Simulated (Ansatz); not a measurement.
I4Ti, SMILES `[I][Ti]([I])([I])[I]`, relaxed with RKS PBE0-D4/def2-TZVP in the Gaussian-basis code of Ansatz from a PBE-D4/def2-SVP geometry. The force threshold is 0.005 eV/Å; the program also tests the step.

Charge 0, multiplicity 1. I: def2 effective core potential.

Start:

```xyz
5

I    -2.009   -0.803   -1.342
Ti    0.000    0.000    0.000
I    -0.697    1.931    1.506
I     0.882   -1.915    1.428
I     1.825    0.786   -1.592
```

How much energy does the relaxation release, and in how many steps? (Best estimate.)

Computed: 0.94 kJ/mol, in 3 steps.

Which bonds change most? (An estimate is asked.)

Ansatz gave: Ti2–I3 from 2.546 to 2.527 Å; Ti2–I5 from 2.546 to 2.527 Å; Ti2–I4 from 2.546 to 2.527 Å; I1–Ti2 from 2.546 to 2.527 Å.

Give the relaxed structure. (An estimate is asked.)

Computed: 
```xyz
5

I    -1.995   -0.794   -1.332
Ti    0.000    0.000    0.000
I    -0.694    1.915    1.495
I     0.877   -1.899    1.417
I     1.812    0.778   -1.580
```
